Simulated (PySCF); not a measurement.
# Ionisation energy of Mn⁺ by level of theory

Mn⁺ [Ar] 3d5 4s1 (7S) → Mn²⁺ [Ar] 3d5 (6S), as a difference of total energies. Calculation: PySCF 2.14, in cc-pVDZ-DK (6s5p3d1f, 43 functions); the spin-free X2C one-electron Hamiltonian (Gaussian nucleus). Correlated levels: valence: [Ar] frozen. The calculations carry no spin-orbit coupling.

Question: Order these methods by the ionisation energy they give, lowest first.
A. UHF
B. SCS-MP2 (valence)
C. M06-L
D. BP86

Answer: A (14.885 eV), B (15.016 eV), C (15.396 eV), D (16.298 eV).

Errors of the correlated levels include the incompleteness of this basis and the frozen core.

For comparison: 15.640 eV (measured; NIST Atomic Spectra Database, ionization energies).
